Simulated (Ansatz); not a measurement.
Two isomers of CH7NOSi2: A = `[SiH3]N[SiH]1CO1`, B = `N=C(O)[SiH2][SiH3]`.

Calculated with Ansatz (gas phase, PBE0-D4/def2-TZVP geometries, no zero-point term in ΔE). CCSD(T)/CBS is the MP2 limit (def2-TZVPP, def2-QZVPP) plus CCSD(T) − MP2 in def2-TZVPP, frozen cores. Functionals use def2-TZVPP. B3LYP here is the variant with VWN-RPA as its local correlation; programs differ in this. Each species was taken in one conformer, which may not be the lowest.

(1) Which is lower in electronic energy at CCSD(T)/CBS, and by how much? (Estimate.)

(2) Give E(B) − E(A) in kcal/mol with ωB97M-V, r2SCAN-D4, MP2/def2-TZVPP, PBE0-D4, B2PLYP, B3LYP-D4, CCSD/def2-TZVPP. (Best estimate.)

Largest T1 diagnostic: 0.015.

Results:

(1) Ansatz gave: A, by 35.8 kcal/mol.

(2) The calculation gave: ωB97M-V 35.7, r2SCAN-D4 32.9, MP2/def2-TZVPP 39.0, PBE0-D4 30.6, B2PLYP 34.5, B3LYP-D4 31.6, CCSD/def2-TZVPP 35.1. None reverses the order clearly.

From PBE to PBE0 (25 % exact exchange), in def2-TZVPP and without D4, E(B) − E(A) moves by +3.8 kcal/mol.
